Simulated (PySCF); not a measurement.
Isomers of C4H8ClFSi2, mass 165.984 u with the commonest isotopes. Method used: CAM-B3LYP/def2-SVPD in PySCF (dipole) on a GFN2-xTB geometry, gas phase. One conformer each, none proved a minimum here; rigid rotors.

Problem. Order these by rotational constant B, smallest first.
A. `[CH2:1]=[CH:2][Si@@:3]1([Cl:4])[CH2:5][SiH2:6][C@H:7]1[F:8]` with C1–C2–Si3–Cl4 2°
B. `[CH2:1]=[C:2]([F:3])[C@@H:4]1[SiH2:5][CH2:6][Si@@H:7]1[Cl:8]` with C1–C2–C4–Si5 -138°
C. `[CH2:1]=[CH:2][Si@@:3]1([Cl:4])[CH2:5][SiH2:6][C@@H:7]1[F:8]` with C1–C2–Si3–Cl4 -2°
D. `[CH2:1]=[CH:2][Si@H:3]([Cl:4])/[C:5]([F:6])=[CH:7]/[SiH3:8]` with C1–C2–Si3–Cl4 -137°, C2–Si3–C5–F6 -65°
E. `[F:1][C@@H:2]([Cl:3])[C@H:4]1[CH:5]=[CH:6][SiH2:7][SiH2:8]1` with F1–C2–C4–C5 -64°, C2–C4–C5–C6 105°, C5–C6–Si7–Si8 8°, C6–Si7–Si8–C4 -12°, C2–C4–Si8–Si7 -105°
F. `[F:1][C:2]1=[C:3]([Cl:4])[CH2:5][SiH2:6][SiH2:7][CH2:8]1` with C2–C3–C5–Si6 -62°, C3–C5–Si6–Si7 48°, C5–Si6–Si7–C8 0°, Si6–Si7–C8–C2 -47°

Solution. D (652.3 MHz), E (770.4 MHz), C (855.1 MHz), A (875.5 MHz), F (941.4 MHz), B (1178 MHz).

Problem. Order these by radius of gyration √(Σ m r²/M), smallest first.
A. `[CH2:1]=[CH:2][Si@H:3]([Cl:4])/[C:5]([F:6])=[CH:7]/[SiH3:8]` with C1–C2–Si3–Cl4 -137°, C2–Si3–C5–F6 -65°
B. `[CH2:1]=[CH:2][Si@@:3]1([Cl:4])[CH2:5][SiH2:6][C@H:7]1[F:8]` with C1–C2–Si3–Cl4 2°
C. `[CH2:1]=[C:2]([F:3])[C@@H:4]1[SiH2:5][CH2:6][Si@@H:7]1[Cl:8]` with C1–C2–C4–Si5 -138°

Solution. C (2.103 Å), B (2.181 Å), A (2.515 Å).

Problem. Order these by out-of-plane moment Σ m c² = (Ia + Ib − Ic)/2, largest first.
A. `[F:1][C@@H:2]([Cl:3])[C@H:4]1[CH:5]=[CH:6][SiH2:7][SiH2:8]1` with F1–C2–C4–C5 -64°, C2–C4–C5–C6 105°, C5–C6–Si7–Si8 8°, C6–Si7–Si8–C4 -12°, C2–C4–Si8–Si7 -105°
B. `[F:1][C:2]1=[C:3]([Cl:4])[CH2:5][SiH2:6][SiH2:7][CH2:8]1` with C2–C3–C5–Si6 -62°, C3–C5–Si6–Si7 48°, C5–Si6–Si7–C8 0°, Si6–Si7–C8–C2 -47°
C. `[CH2:1]=[CH:2][Si@@:3]1([Cl:4])[CH2:5][SiH2:6][C@@H:7]1[F:8]` with C1–C2–Si3–Cl4 -2°
D. `[CH2:1]=[CH:2][Si@@:3]1([Cl:4])[CH2:5][SiH2:6][C@H:7]1[F:8]` with C1–C2–Si3–Cl4 2°
E. `[CH2:1]=[C:2]([F:3])[C@@H:4]1[SiH2:5][CH2:6][Si@@H:7]1[Cl:8]` with C1–C2–C4–Si5 -138°

Solution. C (124.44 u·Å²), D (114.01 u·Å²), A (78.64 u·Å²), E (74.80 u·Å²), B (38.52 u·Å²).

```
                           SMILES  point group  Ia (u·Å²)  Ib (u·Å²)  Ic (u·Å²)      κ  μa (D)  μb (D)  μc (D)
     C=C[Si@@]1(Cl)C[SiH2][C@H]1F           C1     326.50     577.27     675.75  -0.68    0.04    0.48    1.63
    C=C[Si@@]1(Cl)C[SiH2][C@@H]1F           C1     314.93     590.99     657.03  -0.79    0.41    3.00    0.44
F[C@@H](Cl)[C@H]1C=C[SiH2][SiH2]1           C1     222.97     656.02     721.70  -0.91    1.27    0.63    1.36
         FC1=C(Cl)C[SiH2][SiH2]C1           C1     298.84     536.83     758.64  -0.46    2.65    0.58    1.32
   C=C(F)[C@@H]1[SiH2]C[Si@@H]1Cl           C1     379.71     428.89     659.00   0.46    0.37    1.90    1.63
      C=C[Si@H](Cl)/C(F)=C/[SiH3]           C1     313.42     774.71    1011.03  -0.73    0.77    0.44    0.43
```
